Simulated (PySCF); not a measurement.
F3Re, SMILES [F][Re]([F])[F] (connectivity only; charge and spin as stated), neutral, multiplicity 5.

Geometry optimised at PBE-D3(BJ)/def2-TZVP. The spin state was assumed, not searched. The def2 effective core potentials stand for the cores of Re; spin–orbit coupling is left out.

All values below come from PBE-D3(BJ)/def2-TZVP (PySCF).

Frequencies are harmonic and unscaled.

Computed vibrational spectrum:
```
mode  ν (cm⁻¹)  IR (km/mol)  moving atoms (share of kinetic energy)
----  --------  -----------  --------------------------------------
1          118          2.4                         F 87 %, Re 13 %
2          143          8.4                         F 77 %, Re 23 %
3          266          1.6                                  F 95 %
4          605         72.6                         F 90 %, Re 10 %
5          638         58.5                                  F 95 %
6          662        121.3                         F 87 %, Re 13 %
```
